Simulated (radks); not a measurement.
All-electron atom: Sm V in [Kr] 4d10 4f4 5s2 5p4 6p2 (not the ground configuration).

Calculated with a radial shooting solver on a logarithmic mesh with Libxc functionals: non-relativistic Kohn-Sham, Wu-Cohen GGA, spin-unpolarised, spherical densities, point nucleus; relativity is left out, which matters for an element this heavy.

Energy parts (hartree):
part                       energy
total                 -10030.3901
kinetic                10027.4301
electron-nucleus      -23653.1396
Hartree                 3818.4782
exchange-correlation    -223.1588

Orbitals (lengths in bohr, moments of r in powers of bohr):
orbital,occ.,eigenvalue (hartree),<r^4>
1s,2,-1620.986,1.620e-06
2s,2,-258.2002,0.0002757
2p,6,-245.3525,0.0001763
3s,2,-58.36885,0.01045
3p,6,-52.69867,0.009627
3d,10,-42.11876,0.007072
4s,2,-13.37153,0.2538
4p,6,-11.18039,0.2911
4d,10,-7.28690,0.4085
4f,4,-2.57282,1.287
5s,2,-3.39623,6.390
5p,4,-2.73179,9.064
6p,2,-1.08193,169.7

The highest occupied level is 6p at -29.441 eV. Summed over all electrons, <r^2> = 49.62 bohr^2, which gives a Langevin (diamagnetic) susceptibility term of -39.3 x 10^-6 cm^3/mol.
